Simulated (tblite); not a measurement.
Run record: tight-binding relaxation, `C[O+]([SiH3])[BH2-]C(C)(C)C`.

Computed with GFN2-xTB geometry optimisation, gas phase (tblite 0.8.0). Start geometry: from a force field or distance geometry. The input is one job of a driver script: a line of settings, then coordinates in Å.

Command:
```bash
OMP_NUM_THREADS=1 python probes_run.py task.json out
```

Input:
```
{"job": {"kind": "relax", "xc": "GFN2-xTB", "basis": "xTB"}, "charge": 0, "multiplicity": 1}
C     -1.882100    -1.319500     0.808400
O     -1.276200    -0.174200     0.285800
Si    -2.510900     0.802100    -0.314200
B     -0.221600    -0.479600    -0.673300
C      1.130100     0.140300    -0.091500
C      2.292800    -0.017400    -1.054000
C      1.452000    -0.637800     1.163600
C      1.018200     1.640400     0.184800
H     -1.191000    -2.075100     1.197400
H     -2.509900    -1.724200    -0.032100
H     -2.603500    -0.946800     1.576000
H     -2.746900     0.457000    -1.728100
H     -3.709800     0.516600     0.532100
H     -2.070600     2.206000    -0.147600
H     -0.458500    -0.144000    -1.765400
H     -0.086600    -1.687800    -0.686400
H      1.982800     0.002400    -2.116500
H      2.996400     0.835000    -0.838700
H      2.883400    -0.939400    -0.851700
H      0.568800    -0.561100     1.823700
H      2.355700    -0.262800     1.689300
H      1.570100    -1.690400     0.866400
H      0.712300     1.798600     1.237600
H      0.290600     2.133200    -0.505100
H      2.003400     2.152700     0.006000
```

Output:
```
step      E/eV     max force
  0    -718.34204    2.758
  1    -718.69853    1.408
  2    -718.90885    0.896
  3    -719.00510    0.828
  4    -719.12706    0.494
  5    -719.18565    0.539
  6    -719.23694    0.516
  7    -719.28185    0.439
  8    -719.31998    0.372
  9    -719.34950    0.368
... (188 lines left out)
198    -719.71775    0.027
199    -719.71791    0.023
200    -719.71803    0.019
201    -719.71810    0.020
202    -719.71820    0.019
203    -719.71828    0.017
204    -719.71835    0.016
205    -719.71841    0.013
206    -719.71847    0.011
207    -719.71852    0.010
```

«max force» is the largest atomic force in eV/Å.

Problem. From which step on does the largest force stay under 0.1 eV/Å, and how much energy is left to gain from there?

Solution. From step 40 (0.074 eV/Å), 46.4 meV above the end.

In short: energy lowered by 31.7 kcal/mol over 207 steps; largest atomic force 0.010 eV/Å at the end.

Problem. Where do the atoms end?

Solution. 0.627 Å rms from the input after alignment:
```
atom  x, y, z in Å
C1    -1.8456   -1.4957    0.6620
O2    -1.5170   -0.3662   -0.1164
Si3   -2.5794    0.9055   -0.2029
B4    -0.1028   -0.5122   -0.9904
C5     1.1182    0.1348   -0.1123
C6     2.4133   -0.0413   -0.9163
C7     1.3242   -0.5360    1.2524
C8     0.9176    1.6338    0.1354
H9    -0.9281   -1.9905    0.9684
H10   -2.4459   -2.1940    0.0734
H11   -2.4125   -1.1981    1.5462
H12   -3.8646    0.3585   -0.6552
H13   -2.7152    1.4011    1.1711
H14   -1.9877    1.8436   -1.1288
H15   -0.3324    0.0944   -1.9839
H16   -0.0052   -1.6830   -1.1680
H17    2.3174    0.4240   -1.8941
H18    3.2592    0.4111   -0.3974
H19    2.6260   -1.0970   -1.0670
H20    0.4735   -0.3588    1.9099
H21    2.2112   -0.1353    1.7465
H22    1.4633   -1.6098    1.1380
H23    0.0118    1.8150    0.7163
H24    0.8297    2.1672   -0.8083
H25    1.7600    2.0534    0.6880
```

Time: 3.1 s. Hardware: an Arm Neoverse N1 with one thread, shared host with 64 logical CPUs at a one-minute load of 56.
Labels such as C1 count atoms from 1, the log's own numbers from 0.
